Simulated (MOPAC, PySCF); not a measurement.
H4S4Si, SMILES `S[Si](S)(S)S`, neutral singlet in the gas phase. 

Z-matrix (Å, degrees):
```
Si
S 1 2.1410
H 2 1.3553 1 92.70
S 1 2.1453 2 108.37 3 -78.01
H 4 1.3564 1 93.71 2 166.49
S 1 2.1465 2 100.90 3 159.92
H 6 1.3551 1 93.34 2 163.05
S 1 2.1470 2 114.97 3 38.05
H 8 1.3558 1 93.60 2 75.98
```
Charge 0, spin multiplicity 1.

All levels are single points at this geometry (PBE-D3(BJ)/def2-TZVP); Pople sets use spherical d functions. Orbital energies aren't observables, and empty levels follow the basis.

M06-2X/6-31G* in PySCF gives dipole (D) = 1.92.

### Question
Estimate the dipole (D) from each of these levels: PBE-D3(BJ)/def2-TZVP in PySCF; BP86/6-31G* in PySCF; PBE/6-31G* in PySCF; HF/3-21G in PySCF; HF/6-31G* in PySCF; HF/STO-3G in PySCF; AM1 in MOPAC; PM7 in MOPAC.

### Answer

```csv
level,dipole (D)
PBE-D3(BJ)/def2-TZVP in PySCF,1.46
BP86/6-31G* in PySCF,1.87
PBE/6-31G* in PySCF,1.89
HF/3-21G in PySCF,2.56
HF/6-31G* in PySCF,1.99
HF/STO-3G in PySCF,1.50
AM1 in MOPAC,2.39
PM7 in MOPAC,2.11
```
